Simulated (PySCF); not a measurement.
# Cl(13+) (chlorine, charge +13): UHF calculation

Configuration: [He] 2s2, closed-shell 1S. All numbers are calculated (PySCF 2.14, scalar relativity by spin-free X2C-1e, in an even-tempered Gaussian basis (19 s from 2.1 bohr⁻², ratio 2.2; 9 p from 3.4 bohr⁻², ratio 2.4; 6 d from 10 bohr⁻², ratio 2.4; 5 f from 15 bohr⁻², ratio 2.4; 4 g from 23 bohr⁻², ratio 2.4)).

- Total energy: -336.634106 hartree
- One-electron energy: -361.8823 hartree
- Hartree (Coulomb) energy: 38.6929 hartree
- Exchange energy: -13.4447 hartree
- ⟨S²⟩: 0.0000
- ⟨L²⟩: 0.000
- Sum of ⟨r⟩: 0.9519 bohr
- Sum of ⟨r²⟩: 0.3702 bohr²

```json
{"shell": "1s", "electrons": "2", "mean orbital energy (eV)": "-3491.3", "rms radius, mean of both spins (bohr)": "0.104"}
{"shell": "2s", "electrons": "2", "mean orbital energy (eV)": "-745.34", "rms radius, mean of both spins (bohr)": "0.418"}
```

Densities and radii are taken from the X2C orbitals without a picture-change correction, which distorts them close to the nucleus.
